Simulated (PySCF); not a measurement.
Species: Si₄H₁₀.
Structure used (GFN2-xTB), in Å, numbered top down from 1:
```xyz
14
Si4H10 angstrom
Si    -0.007    2.112   -0.891
Si     0.050    0.162    0.377
Si     1.921   -1.150   -0.068
Si    -1.940   -1.041    0.273
H      1.203    2.928   -0.762
H     -0.141    1.801   -2.317
H     -1.129    2.992   -0.555
H      0.188    0.599    1.789
H      3.187   -0.429    0.087
H      1.895   -1.643   -1.448
H      2.019   -2.333    0.790
H     -1.948   -2.222    1.141
H     -3.115   -0.251    0.645
H     -2.184   -1.526   -1.088
```

Theory: TDDFT B3LYP/def2-SVPD, vertical, gas phase, core orbitals frozen in the response (PySCF 2.14.0, density-fitted response routines).

Kohn–Sham orbitals with the atoms that hold most of them (Löwdin shares over 4%, at most four atoms; ? is withheld):

```json
{"orbital": "LUMO+2", "ε (eV)": "-0.51", "atoms": "Si3 22%, Si2 21%, Si4 14%, Si1 13%"}
{"orbital": "LUMO+1", "ε (eV)": "-0.51", "atoms": "Si2 21%, Si1 20%, Si4 18%, Si3 11%"}
{"orbital": "LUMO", "ε (eV)": "?", "atoms": "?"}
{"orbital": "HOMO", "ε (eV)": "-8.09", "atoms": "Si2 31%, Si3 24%, Si4 16%, H9 5%"}
{"orbital": "HOMO-1", "ε (eV)": "-8.09", "atoms": "Si2 31%, Si1 25%, Si4 14%, Si3 6%"}
{"orbital": "HOMO-2", "ε (eV)": "-8.81", "atoms": "Si2 28%, H8 23%, Si1 9%, Si3 9%"}
{"orbital": "HOMO-3", "ε (eV)": "-9.57", "atoms": "Si3 16%, Si1 15%, Si4 15%, H9 9%"}
```

Question: Give the leading atoms of the LUMO.

Answer: Si2 (bonded to 3 Si and H) 25%; Si4 (bonded to Si and 3 H) 15%; Si1 (bonded to Si and 3 H) 14%; Si3 (bonded to Si and 3 H) 14%.

Question: What is the LUMO energy, and the HOMO–LUMO gap?

Answer: ε(LUMO) = -0.59 eV; the gap is 7.50 eV (0.2755 hartree).

Within 0.005 eV of a neighbour in this list lie HOMO-1/HOMO and LUMO+1/LUMO+2 (point group found: C3v); within a degenerate set the shares of single atoms can hang on how the components are chosen.

Question: The HOMO–LUMO gap is 7.50 eV. Where does the response calculation put the lowest singlet, and from which orbitals?

Answer: S1 is at 6.57 eV (f = 0.031), 0.93 eV below the gap, made of HOMO-1/HOMO→LUMO (≥75%). S1/S2 lie within about 0.01 eV of each other. 

Next come S2 at 6.57 eV (f 0.031), HOMO-1/HOMO→LUMO (≥74%), HOMO-1/HOMO→LUMO+1/LUMO+2 (≥9%); S3 at 6.59 eV (f 0.0000), HOMO-1/HOMO→LUMO+1/LUMO+2 (≥92%); S4 at 6.65 eV (f 0.0037), HOMO-1/HOMO→LUMO+1/LUMO+2 (≥93%); S5 at 7.06 eV (f 0.201), HOMO-1/HOMO→LUMO+1/LUMO+2 (≥55%), HOMO-1/HOMO→LUMO+3 (≥9%).

Orbitals of the list HOMO-3 to LUMO+2 that lie within 0.01 eV of each other are written together with a slash and their weights summed (≥ marks a lower bound); for degenerate orbitals outside that list single weights are arbitrary.

Löwdin shares depend on the basis, the more so with diffuse functions.
